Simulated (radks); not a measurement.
Spin polarisation of the 4s1 shell in the zinc ion Zn+. Start: [Ar] 3d10 4s(up 0.5, down 0.5); electrons of 4s are moved from spin down to spin up, other shells keep equal spins. All-electron calculation, non-relativistic Kohn-Sham, BLYP, spin-polarised, spherical densities, point nucleus. Program: a radial shooting solver on a logarithmic mesh with Libxc functionals.

moment (Bohr magnetons)  E - E(0) (eV)  e(4s up) (eV)  e(4s down) (eV)  3d down minus up (eV)  3p down minus up (eV)
0                                0.000        -13.836          -13.836                  0.000                  0.000
0.25                            -0.015        -13.949          -13.715                  0.044                  0.011
0.5                             -0.058        -14.052          -13.592                  0.087                  0.023
0.75                            -0.129        -14.143          -13.473                  0.130                  0.035
1                               -0.225        -14.226          -13.354                  0.171                  0.048

At moment 1 the spin-polarisation energy is -0.225 eV and the 4s exchange splitting 0.872 eV, that is 0.872 eV per Bohr magneton; E = -I m^2/4 would give I = 0.901 eV.
